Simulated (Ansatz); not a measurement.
Total energies of `C[Si](C)(C)C#Cc1sc(-c2sc(-c3sc(-c4sc(C#C[Si](C)(C)C)c5c4OCCO5)c4c3OCCO4)c3c2OCCO3)c2c1OCCO2` from Ansatz at PBE0-D4/def2-SVP, gas phase (1 Eh = 27.2114 eV = 2625.5 kJ/mol). The reference geometry is relaxed at PBE-D4/def2-SVP.

```
                 state   geometry  energy (Eh)
      charge 0 singlet  reference  -4084.60296
      charge 1 doublet  reference  -4084.39563
     charge -1 doublet  reference  -4084.64108
 free C atom (triplet)          –    -37.76066
free Si atom (triplet)          –   -289.15194
 free S atom (triplet)          –   -397.83788
 free O atom (triplet)          –    -74.92490
 free H atom (doublet)          –     -0.50029
```

Single mean-field runs in def2-SVP are fitted with def2-universal-jkfit.

Task: Work out the vertical ionisation energy to the doublet.

Result: E(charge 1 doublet) − E(charge 0 singlet) = -4084.39563 − (-4084.60296) = 0.20733 Eh = 5.64 eV. For comparison, −ε of the highest occupied level is 4.71 eV at this level, 0.93 eV less.

Task: Work out the vertical electron affinity, to the doublet.

Result: E(charge 0 singlet) − E(charge -1 doublet) = -4084.60296 − (-4084.64108) = 0.03812 Eh = 1.04 eV. The basis lacks diffuse functions, which makes affinities too small.

Task: Give the fundamental gap IE − EA, the Mulliken electronegativity (IE + EA)/2 and the hardness (IE − EA)/2.

Result: From the values in Eh: IE − EA = 0.20733 − 0.03812 = 0.16921 Eh = 4.60 eV; (IE + EA)/2 = 3.34 eV; (IE − EA)/2 = 2.30 eV. The HOMO–LUMO gap of the same run is 2.83 eV, 1.77 eV smaller than the fundamental gap.

Task: What is the binding energy per atom against free atoms?

Result: Atoms: 34 × (-37.76066) + 2 × (-289.15194) + 4 × (-397.83788) + 8 × (-74.92490) + 34 × (-0.50029) = -4069.92690 Eh. Binding: -4069.92690 − (-4084.60296) = 14.67606 Eh = 399.36 eV, or 4.87 eV for each of 82 atoms (no zero-point energy, no counterpoise term).
